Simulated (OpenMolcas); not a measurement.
Computed levels of 3d⁴ in ions with 22 electrons, in cm-1 above ⁵D₀.

```json
{
  "Program": "OpenMolcas 26.06",
  "Method": "MS-RASPT2, IPEA 0.25 Eh, imaginary shift 0.1 Eh",
  "Basis": "ANO-R2",
  "Scalar Hamiltonian": "X2C, finite nucleus",
  "Spin-orbit coupling": "RASSI with atomic mean-field integrals over the reference wave functions, term energies averaged over their components"
}
```

Active space for each ion: 10 electrons in 8 orbitals (RAS1 3p, at most 2 holes; RAS2 3d); closed shells correlated by CASPT2: 3s.

| Level | Cr2+ | Fe4+ | Ni6+ | Cu7+ |
| --- | --- | --- | --- | --- |
| ⁵D₁ | 69.3 | 151 | 290 | 387 |
| ⁵D₂ | 205 | 442 | 838 | 1111 |
| ⁵D₃ | 402 | 858 | 1604 | 2110 |
| ⁵D₄ | 655 | 1382 | 2550 | 3320 |
| ³P₀(1) | 17330 | 24610 | 31250 | 34080 |
| ³P₁(1) | 17750 | 25520 | 32970 | 36360 |
| ³H₄ | 18270 | 25310 | 32550 | 35860 |
| ³H₅ | 18410 | 25640 | 33210 | 36770 |
| ³P₂(1) | 18480 | 27050 | 35730 | 39910 |

Task: Estimate ⁵D₄, ³P₀(1), ³P₁(1) for Mn3+ from its neighbours Cr2+ and Fe4+.

Result: ⁵D₄ is fine structure, which grows about as the fourth power of a screened charge, so the fourth roots are averaged: ((655^0.25 + 1382^0.25) / 2)^4 = 968. The calculation gives 975, so the estimate is off by -0.7 %; the measured value is 886 (Corliss and Sugar, J. Phys. Chem. Ref. Data 6, 1253 (1977)).
³P₀(1) is another term, which grows about linearly with the charge: (17330 + 24610) / 2 = 20970. The calculation gives 21270, so the estimate is off by -1.4 %; the measured value is 20654 (Corliss and Sugar, J. Phys. Chem. Ref. Data 6, 1253 (1977)).
³P₁(1) is another term, which grows about linearly with the charge: (17750 + 25520) / 2 = 21635. The calculation gives 21890, so the estimate is off by -1.2 %; the measured value is 21279 (Corliss and Sugar, J. Phys. Chem. Ref. Data 6, 1253 (1977)).

CASPT2 breaks the degeneracy within a term, and the mean is taken; among the terms shown or strongly mixed into the levels shown the widest spread is 570 cm-1 (3d⁴ ³H, Fe4+). Active for correlation alone: 3p; no level in the range computed is led by a configuration that opens it, so any true level of that kind is missing. The CASPT2 spread within a term exceeds the gap to the next term for 3d⁴ ³P(1) and 3d⁴ ³H, so the order of their levels is uncertain (figures for Cr2+; the like holds for Mn3+, Fe4+). Computed and measured levels are paired by configuration, term and J; levels that our copy of the source lacks, or whose pairing is in doubt (as where it misses far off the trend of its configuration), stay unpaired and out of the deviations. Only configurations of the active space appear.

A number in round brackets counts repeated terms of one configuration in the order of the reference energies.
